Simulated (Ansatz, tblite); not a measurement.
Removing an electron: the cluster PdSe2⁻. Charge -1, multiplicity 2. Geometry: PBE0-D4/def2-TZVPD. Ansatz, gas phase; energy differences of separate SCF runs; the oxidised species is a triplet (the singlet lies 0.22 eV higher at PBE0-D4/def2-TZVPD).

```xyz
3

Pd   -1.016    0.204   -0.945
Se   -0.070   -1.079    0.883
Se    1.086    0.875    0.063
```

In the def2 sets Pd takes a core potential; there is no spin–orbit coupling. The xTB rows come from tblite. Another isomer (doublet) lies 0.38 eV lower at r2SCAN-D4/def2-TZVPD.

```json
{"level": "GFN1-xTB", "−HOMO (eV)": "–", "vertical IE (eV)": "5.90", "−LUMO (eV)": "–", "HOMO–LUMO gap (eV)": "–", "remarks": "–"}
{"level": "GFN2-xTB", "−HOMO (eV)": "–", "vertical IE (eV)": "7.40", "−LUMO (eV)": "–", "HOMO–LUMO gap (eV)": "–", "remarks": "–"}
{"level": "PBE-D4/def2-TZVPD", "−HOMO (eV)": "-0.78", "vertical IE (eV)": "1.81", "−LUMO (eV)": "-1.02", "HOMO–LUMO gap (eV)": "0.24", "remarks": "HOMO above zero (-1 doublet)"}
{"level": "r2SCAN-D4/def2-TZVPD", "−HOMO (eV)": "-0.68", "vertical IE (eV)": "1.84", "−LUMO (eV)": "-1.21", "HOMO–LUMO gap (eV)": "0.53", "remarks": "HOMO above zero (-1 doublet)"}
{"level": "PBE0-D4/def2-TZVPD", "−HOMO (eV)": "0.17", "vertical IE (eV)": "1.95", "−LUMO (eV)": "-1.89", "HOMO–LUMO gap (eV)": "2.06", "remarks": "–"}
```

  A HOMO above zero means that the electron is unbound at that level or that self-interaction error raises the level; the energy of removing that electron tells which. HOMO and LUMO are the levels of the spin that leaves or enters (xTB has no such levels and no spin-polarisation term). Other spin states of the ions may lie lower, which would lower the ionisation energy or raise the affinity. Raw xTB energy differences between charge states are shifted by several eV; the methods need an empirical correction for them.
